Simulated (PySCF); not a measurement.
Species: C2H6Cl2SSi.
SMILES with atom numbers: `[CH3:1][S:2][SiH2:3][CH:4]([Cl:5])[Cl:6]` (hydrogens: H7, H8, H9 on C1; H10, H11 on Si3; H12 on C4)

A GFN2-xTB structure with every atom displaced at random (by about 0.01 Å) was refined with PBE0-D3(BJ)/def2-SVP geometry optimisation, gas phase in PySCF. Values at the start:

```json
{"coordinate": "C1–S2", "start": "1.845 Å"}
{"coordinate": "C1–H7", "start": "1.067 Å"}
{"coordinate": "S2–Si3", "start": "2.134 Å"}
{"coordinate": "Si3–C4", "start": "1.862 Å"}
{"coordinate": "Si3–H10", "start": "1.474 Å"}
{"coordinate": "C4–Cl5", "start": "1.793 Å"}
{"coordinate": "C4–H12", "start": "1.081 Å"}
{"coordinate": "C1–S2–Si3", "start": "100.2°"}
{"coordinate": "S2–Si3–C4", "start": "105.2°"}
{"coordinate": "Si3–C4–Cl5", "start": "110.0°"}
{"coordinate": "Si3–C4–Cl6", "start": "109.4°"}
{"coordinate": "Cl5–C4–Cl6", "start": "108.4°"}
{"coordinate": "C1–S2–Si3–C4", "start": "-179°"}
{"coordinate": "S2–Si3–C4–Cl5", "start": "78°"}
```

Task: How do these coordinates change at the PBE0-D3(BJ)/def2-SVP level?

Result: 
```
   coordinate  PBE0-D3(BJ)/def2-SVP (Å or °)  change
       Si3–C4                          1.902  +0.040
        C1–H7                          1.099  +0.032
        C1–S2                          1.825  -0.020
       C4–H12                          1.098  +0.017
      Si3–H10                          1.490  +0.016
       C4–Cl5                          1.781  -0.012
       S2–Si3                          2.138  +0.004
   Cl5–C4–Cl6                          112.2    +3.8
    S2–Si3–C4                          106.3    +1.1
   Si3–C4–Cl6                          108.5    -0.9
    C1–S2–Si3                           99.5    -0.7
   Si3–C4–Cl5                          109.6    -0.4
 C1–S2–Si3–C4                            159     -22
S2–Si3–C4–Cl5                             58     -20
```

The energy falls by 3.2 kcal/mol over 14 energy and gradient evaluations, the largest force component goes from 0.0312 to 2.3e-04 Eh/bohr, and the atoms move by 0.298 Å rms after alignment. The bond that changes most is Si3–C4 (SiH2 silicon to CHCl2 carbon), which lengthens by 0.040 Å. Bonds longer at the end by more than 0.005 Å: 6 of 11; shorter: 4. Among the dihedrals that turn most is H10–Si3–C4–Cl5, from -42° to -65°. Rotational constants go from 2706, 761.7, 636.0 to 2688, 788.4, 632.4 MHz.

The run used 130 basis functions and 89 SCF cycles in all. On one thread, Arm Neoverse V1 (aarch64), shared host with 32 logical CPUs at a one-minute load of 27, this took 1.9 min wall and 0.55 GiB of memory at its peak.

Whether it is a minimum is left open (no frequencies). The numbers are those of one conformer.
